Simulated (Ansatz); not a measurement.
Computed with Ansatz on PBE0-D4/def2-TZVP structures; ΔE is electronic, products minus reactants. CCSD(T)/CBS is the MP2 limit (def2-TZVPP, def2-QZVPP) plus CCSD(T) − MP2 in def2-TZVPP, frozen cores. This one scheme is used for every species. Functionals use def2-TZVPP. B3LYP here is the variant with VWN-RPA as its local correlation; programs differ in this. Elements past krypton have def2 core potentials. For Sn outer-core shells are correlated without core-valence functions, which leaves a few kJ/mol of doubt a bond. Each species was taken in one conformer, which may not be the lowest.

Reaction (hydrogenolysis of the Si–Si bond): `N[SiH]([SiH3])[SnH3]` + H₂ → `N[SiH2][SnH3]` + SiH₄

`N[SiH]([SiH3])[SnH3]`:

Z-matrix (Å, degrees):
```
Si
Si 1 2.350
Sn 1 2.568 2 109.3
N 1 1.732 2 115.9 3 -121.7
H 1 1.491 2 107.6 3 118.3
H 2 1.490 1 110.7 3 -61.1
H 2 1.490 1 110.0 3 58.5
H 2 1.491 1 111.5 3 178.1
H 3 1.712 1 109.7 2 -79.2
H 3 1.708 1 112.2 2 161.2
H 3 1.709 1 111.4 2 39.7
H 4 1.008 1 119.0 2 70.7
H 4 1.009 1 119.0 2 -69.0
```

H₂:

```xyz
2

H     0.261   -0.213   -0.160
H    -0.261    0.213    0.160
```

`N[SiH2][SnH3]`:

Cartesian coordinates in Å:
```
N 0.290 0.096 -1.845
Si 0.957 -0.024 -0.260
Sn -0.972 0.062 1.426
H -0.473 -0.505 -2.113
H 0.898 0.273 -2.628
H 1.869 1.136 -0.071
H 1.767 -1.251 0.012
H -2.215 -1.020 0.962
H -1.662 1.621 1.525
H -0.460 -0.388 2.993
```

SiH₄:

Cartesian coordinates in Å:
```
Si 0.000 0.000 0.000
H 0.012 1.422 -0.425
H 1.144 -0.254 0.911
H 0.115 -0.875 -1.194
H -1.271 -0.294 0.709
```

```
             level  ΔE (kJ/mol)
          B3LYP-D4        -17.3
          BHLYP-D4        -24.9
           ωB97M-V        -23.5
             B3LYP        -30.2
           r2SCAN0        -18.5
           LC-ωPBE        -23.0
SCS-MP2/def2-TZVPP        -27.9
     HF/def2-QZVPP        -54.3
```

Question: What does CCSD(T)/CBS give? (Best estimate.)

Answer: Ansatz gave: -16.7 kJ/mol. The listed levels differ from it by -0.6, -8.2, -6.8, -13.5, -1.8, -6.3, -11.2, -37.6 kJ/mol.

Largest T1 diagnostic among the species: 0.013.

The D4 term adds +12.9 kJ/mol with B3LYP and +7.4 kJ/mol with PBE0; it sums over pairs of atoms, weighted by their polarisabilities, and B3LYP, whose exchange is more repulsive, gets the larger term. From BLYP to BHLYP (50 % exact exchange), in def2-TZVPP and without D4, ΔE moves by −11.4 kJ/mol. Leaving LDA and LC-ωPBE aside and taking each functional with its dispersion term where it has one, the values, not all of them listed here, spread over 27.8 kJ/mol, from B2PLYP to revPBE-D4.
